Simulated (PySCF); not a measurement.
Cr₂O: breathing scan

Method: UB3LYP in PySCF with O def2-SVP, Cr def2-SVP; no relativity; density-fitted integrals.

Rigid scan from the multiplicity-11 minimum (O–Cr 1.791 Å (×2); Cr–O–Cr 130.3°). Coordinate: all bonds to the central atom scaled together. Energies in kJ/mol from the minimum.

```tsv
scale of all bonds to the centre	E (kJ/mol)	dipole size (D)	⟨S²⟩
0.88	162.5	0.81	30.03
0.92	62.9	1.14	30.03
0.96	13.7	1.43	30.04
1.00	0.0	1.69	30.05
1.04	10.5	1.92	30.06
1.08	36.9	2.11	30.08
1.14	93.7	2.31	30.13
1.22	181.4	2.39	30.27
1.35	311.5	2.28	30.64
```

Spin contamination is strong at 1.22, 1.35, so these points are less reliable.

Open d and f shells are described by one determinant, and the ground state may have another occupation or spin.

The scan took 14 s on 2 threads of a shared Arm Neoverse V2 host; the process peaked at 0.75 GiB. Launch command: `OMP_NUM_THREADS=2 python axn.py task.json out`.
